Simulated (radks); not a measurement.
Values are calculated unless marked as measured or tabulated.
Numerical settings for the lanthanum ion La+, [Xe] 5d2. Level of theory: Dirac Kohn-Sham, PBE, spin-unpolarised, spherical densities, point nucleus; open shells fill j = l - 1/2 first (a radial shooting solver on a logarithmic mesh with Libxc functionals). The defaults (mesh step 0.008 in ln r, mesh end at 40 bohr or more with all orbitals vanishing there, Anderson mixing 0.5 over 9 steps, residual threshold near 1e-9 with the energy settled to 1e-9 hartree or 1e-11 of itself, here a cap of 97 iterations) give E = -8497.2937 hartree and 5d3/2 at -7.222 eV in 14 iterations. Run on one thread of a shared host, so times are rough (Intel(R) Xeon(R) Platinum 8488C): 0.26 s of CPU time, 0.27 s wall, 14 iterations on 2602 mesh points. One setting is changed at a time: mesh step in ln r 0.08; mesh step in ln r 0.2; mesh step in ln r 0.05; mesh end (bohr) 1; mesh end (bohr) 400; residual threshold 1e-13; residual threshold 0.001; mixing 0.2; linear mixing, mixing 0.2; linear mixing, mixing 1; mixing history 3; iteration cap 3. Which runs fail to converge, and which converge to a wrong energy?

Answer. Not converged within the cap: mesh step in ln r 0.08; mesh step in ln r 0.2; linear mixing, mixing 1; iteration cap 3. Settled on a wrong energy, with an occupied level pushed above zero by the early mesh end: mesh end (bohr) 1 (+336 hartree). Apart from these: no run marked as converged misses the energy by more than 1 mhartree.
